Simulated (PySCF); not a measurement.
# Calcium: a sound run and one with changed settings

Sound run: Ca(2+) [Ar], Ca(3+) [Ne] 3s2 3p5. Calculation: PySCF 2.14, in cc-pVDZ-X2C (5s4p2d, 27 functions); scalar relativity by spin-free X2C-1e. The sound run starts from symmetry-adapted Hartree-Fock orbitals and uses a fine grid where one is needed.

Changed run: radial step 0.8 in ln r (0.13 in the sound run). This setting is unsound on purpose.

```
species  method  sound run (hartree)  changed run (hartree)  converged
 Ca(2+)     UHF           -679.02301             -679.02301        yes
 Ca(2+)    TPSS           -679.81207             -679.72331        yes
 Ca(2+)     LDA           -677.90425             -677.75656        yes
 Ca(3+)     UHF           -677.16332             -677.16332        yes
 Ca(3+)    TPSS           -677.90622             -677.84868        yes
 Ca(3+)     LDA           -675.99170             -675.87214        yes
```

Ionisation energy of Ca(2+):

```tsv
method	sound run (eV)	changed run (eV)
UHF	50.605	50.605
TPSS	51.861	51.011
LDA	52.043	51.278
```

A coarse radial grid mis-integrates the density and the exchange-correlation energy, with errors of either sign; Hartree-Fock needs no grid.

For comparison, NIST gives 50.913 eV between the lowest levels.
